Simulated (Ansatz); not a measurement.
Program: Ansatz. Geometries: PBE0-D4/def2-TZVP. ΔE: electronic, gas phase. CBS: MP2 limit from def2 TZ/QZ plus the TZ coupled-cluster correction, frozen cores. This one scheme is used for every species. Elements past krypton have def2 core potentials. For Ag outer-core shells are correlated without core-valence functions, which leaves a few kJ/mol of doubt a bond.

Consider the ligand exchange at the Ag–Cl bond: `[Cl][Ag]` + CH₃SH → `C[S][Ag]` + HCl.

`[Cl][Ag]`:

Cartesian coordinates in Å:
```
Cl -0.174 -0.919 -0.656
Ag 0.174 0.919 0.656
```

CH₃SH:

Cartesian coordinates in Å:
```
C -0.407 -0.250 0.117
S 0.803 0.478 -1.010
H 0.045 -1.009 0.754
H -1.158 -0.727 -0.512
H -0.895 0.511 0.724
H 1.611 0.996 -0.073
```

`C[S][Ag]`:

Cartesian coordinates in Å:
```
C 0.058 -0.052 0.620
S 0.246 1.055 -0.806
Ag -0.392 -0.233 -2.619
H 0.350 0.528 1.498
H 0.711 -0.921 0.553
H -0.973 -0.377 0.754
```

HCl:

Cartesian coordinates in Å:
```
Cl 0.114 -0.453 0.437
H -0.114 0.453 -0.437
```

```json
{"species": "`[Cl][Ag]`", "CCSD(T)/def2-QZVPP energy (Eh)": "-606.65566"}
{"species": "CH₃SH", "CCSD(T)/def2-QZVPP energy (Eh)": "-438.20390"}
{"species": "`C[S][Ag]`", "CCSD(T)/def2-QZVPP energy (Eh)": "-584.48119"}
{"species": "HCl", "CCSD(T)/def2-QZVPP energy (Eh)": "-460.36476"}
```

Problem. Work out ΔE.

Solution. ΔE = (-584.48119) + (-460.36476) − (-606.65566) − (-438.20390) = 0.01361 Eh = +0.37 eV. CCSD(T)/CBS gives +0.37 eV.

Largest T1 diagnostic among the species: 0.022, so the coupled-cluster value is less sure than usual.

From BLYP to BHLYP (50 % exact exchange), in def2-TZVPP and without D4, ΔE moves by +0.28 eV. The D4 term adds −0.05 eV with B3LYP and −0.03 eV with PBE0; it sums over pairs of atoms, weighted by their polarisabilities, and B3LYP, whose exchange is more repulsive, gets the larger term.

B3LYP here is the variant with VWN-RPA as its local correlation; programs differ in this.
